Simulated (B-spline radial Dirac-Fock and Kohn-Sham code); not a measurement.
Radiative decay of the L3 hole in Te⁵⁺

System: the Te⁵⁺ ion in the configuration [Kr] 4d10 5s1.

These are calculated numbers from a radial finite-basis atomic code; the model is independent-particle radiative and Coulomb Auger rates from relativistic LDA hole-state orbitals, with Dirac-Fock energies.

```tsv
line	multipole	energy (eV)	rate (s⁻¹)	share (%)
Lℓ	E1	3333.2	9.85e+12	3.01
Lα2	E1	3760.2	2.80e+13	8.56
Lα1	E1	3770.6	2.49e+14	75.9
Lβ6	E1	–	2.14e+12	0.654
Lβ15	E1	4304.7	3.89e+12	1.19
Lβ2	E1	4306.2	3.47e+13	10.6
Lβ7	E1	4344.8	2.11e+11	0.0645
```

The listed lines hold 100.0 % of the radiative rate. A dash stands for an energy that rests on an unreliable hole state. The radiative width is 0.216 eV in the length form and 0.219 eV in the velocity form; the two differ because the transition energies are not eigenvalue differences of the potential that gave the orbitals.
